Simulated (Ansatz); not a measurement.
MH4 with several metals: r2SCAN-D4/def2-TZVP single points in Ansatz on relaxed structures, gas phase. Core potentials for Hf, Mo, Nb, Zr, no spin–orbit coupling. HOMO and LUMO are taken over both spins. Binding counts from free atoms in the multiplicity of their measured ground term, without zero-point energy. Singlets are spin-restricted. The spins of the ions were chosen, not always searched. A dash marks a value that wasn't run or was left out as unsound. The structures are stationary points that may keep the symmetry of their start. Remarks come from the PBE and PBE0 runs and from stability tests at other levels; not every state was tested. HOMO above LUMO (over both spins in singlets and doublets, within one spin in higher multiplets; at PBE or PBE0), or a gap under 0.15 eV within one spin, warns that the state may not be the lowest or that an electron is smeared out.

```json
{"species": "MoH4", "atoms": "5", "state": "triplet; oxidised ion doublet", "geometry": "r2SCAN-D4/def2-TZVP", "HOMO (eV)": "-6.13", "LUMO (eV)": "-2.97", "gap (eV)": "3.16", "vertical IE (eV)": "9.51", "binding per atom (eV)": "2.05", "point group (within 0.1 Å)": "Td", "remarks": "–"}
{"species": "HfH4", "atoms": "5", "state": "singlet", "geometry": "B3LYP-D4/def2-TZVP", "HOMO (eV)": "-7.48", "LUMO (eV)": "-2.81", "gap (eV)": "4.67", "vertical IE (eV)": "10.50", "binding per atom (eV)": "2.55", "point group (within 0.1 Å)": "Td", "remarks": "gap within one spin near zero at PBE or PBE0 (+1 doublet)"}
{"species": "ZrH4", "atoms": "5", "state": "singlet", "geometry": "PBE-D4/def2-TZVP", "HOMO (eV)": "-7.54", "LUMO (eV)": "-3.26", "gap (eV)": "4.28", "vertical IE (eV)": "10.57", "binding per atom (eV)": "–", "point group (within 0.1 Å)": "Td", "remarks": "gap within one spin near zero at PBE or PBE0 (+1 doublet)"}
{"species": "VH4", "atoms": "5", "state": "doublet; oxidised ion singlet", "geometry": "PBE0-D4/def2-TZVP", "HOMO (eV)": "-6.13", "LUMO (eV)": "-5.08", "gap (eV)": "1.05", "vertical IE (eV)": "–", "binding per atom (eV)": "–", "point group (within 0.1 Å)": "D2d", "remarks": "restricted SCF unstable in HF (+1 singlet)"}
{"species": "NbH4", "atoms": "5", "state": "doublet; oxidised ion singlet", "geometry": "r2SCAN-D4/def2-TZVP", "HOMO (eV)": "-5.19", "LUMO (eV)": "-4.38", "gap (eV)": "0.81", "vertical IE (eV)": "8.32", "binding per atom (eV)": "2.25", "point group (within 0.1 Å)": "D2d", "remarks": "–"}
{"species": "CrH4", "atoms": "5", "state": "triplet", "geometry": "PBE-D4/def2-TZVP", "HOMO (eV)": "-7.12", "LUMO (eV)": "-3.81", "gap (eV)": "3.31", "vertical IE (eV)": "–", "binding per atom (eV)": "1.66", "point group (within 0.1 Å)": "Td", "remarks": "spin-contaminated (⟨S²⟩ up to 2.33)"}
{"species": "TiH4", "atoms": "5", "state": "singlet", "geometry": "B3LYP-D4/def2-TZVP", "HOMO (eV)": "-7.80", "LUMO (eV)": "-4.07", "gap (eV)": "3.73", "vertical IE (eV)": "11.03", "binding per atom (eV)": "–", "point group (within 0.1 Å)": "Td", "remarks": "gap within one spin near zero at PBE or PBE0 (+1 doublet)"}
```

The gap (eV) runs from 0.81 (NbH4) to 4.67 (HfH4). The vertical IE (eV) runs from 8.32 (NbH4) to 11.03 (TiH4).
